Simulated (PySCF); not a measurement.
PySCF job for BI₂, SMILES I[B]I (connectivity only; charge and spin as stated), charge +1, multiplicity 1, IEF-PCM-B3LYP/def2-SVP. Geometry: B3LYP-D3(BJ)/def2-TZVP. The spin state was assumed, not searched. The isomer is the one that the SMILES or the coordinates give; other isomers of the formula were not compared. The def2 effective core potentials stand for the cores of I; spin–orbit coupling is left out.

```python
import numpy as np
from pyscf import gto, scf, dft
from pyscf.solvent import pcm

mol = gto.M(
    atom='''
    I     0.00000000    0.00000000    1.97439756
    B     0.00000000    0.00000000    0.00000000
    I     0.00000000    0.00000000   -1.97439756
    ''',
    basis='def2-SVP',
    ecp={'I': 'def2-svp'},
    charge=1,
    spin=0,
    max_memory=1600,
    verbose=3,
)
mf = dft.RKS(mol, xc='b3lyp').density_fit(auxbasis='def2-universal-jkfit')
mf.grids.level = 3
mf.conv_tol = 1e-9
mf.max_cycle = 100
mf.kernel()
res = {}
for name, eps in {'water': 78.355, 'cyclohexanone': 15.619, 'benzene': 2.2706}.items():
    s = mf.PCM()
    s.with_solvent.method, s.with_solvent.eps, s.with_solvent.lebedev_order = 'IEF-PCM', eps, 29
    s.kernel(mf.make_rdm1())
    res[name] = (s.e_tot, eps, s.dip_moment(), s.mo_energy, s.converged)
    print(f'{name}: electrostatic solvation free energy {(s.e_tot - mf.e_tot) * 627.509474:.3f} kcal/mol')
```

It prints:

```
converged SCF energy = -620.142092569343

WARN: PCM is an experimental feature. It is still in testing.
Features and APIs may be changed in the future.

converged SCF energy = -620.227958306191

WARN: System has nonzero charge 1; the dipole moment is origin-dependent.
Location of origin: [0. 0. 0.]

Dipole moment(X, Y, Z, Debye): -0.00000, -0.00000, -0.00000
water: electrostatic solvation free energy -53.882 kcal/mol

WARN: PCM is an experimental feature. It is still in testing.
Features and APIs may be changed in the future.

converged SCF energy = -620.223496663128

WARN: System has nonzero charge 1; the dipole moment is origin-dependent.
Location of origin: [0. 0. 0.]

Dipole moment(X, Y, Z, Debye):  0.00000,  0.00000, -0.00000
cyclohexanone: electrostatic solvation free energy -51.082 kcal/mol

WARN: PCM is an experimental feature. It is still in testing.
Features and APIs may be changed in the future.

converged SCF energy = -620.19072669096

WARN: System has nonzero charge 1; the dipole moment is origin-dependent.
Location of origin: [0. 0. 0.]

Dipole moment(X, Y, Z, Debye): -0.00000, -0.00000,  0.00000
benzene: electrostatic solvation free energy -30.518 kcal/mol
```

Self-consistency was reached.

Cost: around 8 core-seconds (rough).
